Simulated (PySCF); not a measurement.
Two-component Hartree-Fock for Rh¹⁶⁺ (rhodium, charge +16)

Start: [Ar] 3d10 4s1; 4s1/2 filled at m_j = +1/2. Calculated with PySCF 2.14 in an uncontracted even-tempered set (18 s from 0.84 bohr⁻², ratio 2.8; 13 p from 1.1 bohr⁻², ratio 2.8; 8 d from 1.9 bohr⁻², ratio 2.8; 4 f from 5.1 bohr⁻², ratio 3): generalised Hartree-Fock with the X2C-1e Hamiltonian and a Gaussian nucleus; one run each with spin-orbit coupling (SO) switched off, then screened by Boettger's factors.

```json
{"spinor shell": "1s1/2", "electrons": "2", "ε, spin-free (eV)": "-23745.1", "ε, screened SO (eV)": "-23743.8", "weight of nominal j (screened SO)": "1.000", "rms radius, screened SO (bohr)": "0.0374"}
{"spinor shell": "2s1/2", "electrons": "2", "ε, spin-free (eV)": "-3859.3", "ε, screened SO (eV)": "-3858.9", "weight of nominal j (screened SO)": "1.000", "rms radius, screened SO (bohr)": "0.153"}
{"spinor shell": "2p1/2", "electrons": "2", "ε, spin-free (eV)": "-3493.7", "ε, screened SO (eV)": "-3594.0", "weight of nominal j (screened SO)": "1.000", "rms radius, screened SO (bohr)": "0.133"}
{"spinor shell": "2p3/2", "electrons": "4", "ε, spin-free (eV)": "-3493.7", "ε, screened SO (eV)": "-3447.2", "weight of nominal j (screened SO)": "1.000", "rms radius, screened SO (bohr)": "0.138"}
{"spinor shell": "3s1/2", "electrons": "2", "ε, spin-free (eV)": "-1029.2", "ε, screened SO (eV)": "-1029.2", "weight of nominal j (screened SO)": "1.000", "rms radius, screened SO (bohr)": "0.411"}
{"spinor shell": "3p1/2", "electrons": "2", "ε, spin-free (eV)": "-905.35", "ε, screened SO (eV)": "-923.67", "weight of nominal j (screened SO)": "1.000", "rms radius, screened SO (bohr)": "0.407"}
{"spinor shell": "3p3/2", "electrons": "4", "ε, spin-free (eV)": "-905.35", "ε, screened SO (eV)": "-896.85", "weight of nominal j (screened SO)": "1.000", "rms radius, screened SO (bohr)": "0.417"}
{"spinor shell": "3d3/2", "electrons": "4", "ε, spin-free (eV)": "-710.58", "ε, screened SO (eV)": "-713.71", "weight of nominal j (screened SO)": "0.997", "rms radius, screened SO (bohr)": "0.392"}
{"spinor shell": "3d5/2", "electrons": "6", "ε, spin-free (eV)": "-710.58", "ε, screened SO (eV)": "-708.44", "weight of nominal j (screened SO)": "0.998", "rms radius, screened SO (bohr)": "0.395"}
{"spinor shell": "4s1/2", "electrons": "1", "ε, spin-free (eV)": "-413.57", "ε, screened SO (eV)": "-413.56", "weight of nominal j (screened SO)": "1.000", "rms radius, screened SO (bohr)": "0.919"}
```

| quantity | spin-free | screened SO |
| --- | --- | --- |
| E (hartree) | -4685.96484 | -4686.69594 |
| M_J | 1/2 | 1/2 |
| ⟨J²⟩ | 0.750 | 0.750 |
| ⟨L²⟩ | 0.000 | 0.007 |
| ⟨S²⟩ | 0.750 | 0.758 |

Each row is a mean over spinors that exchange with the open shell spreads, by up to 2.523 eV (3s1/2).

Breit and QED terms are absent; they matter most for the inner s and p1/2 levels.

Densities and radii are taken from the X2C orbitals without a picture-change correction, which distorts them close to the nucleus.

Without spin-orbit coupling the j labels of p, d and f shells carry no meaning; the spin-free column gives the mean over the occupied spinors of each nl shell.
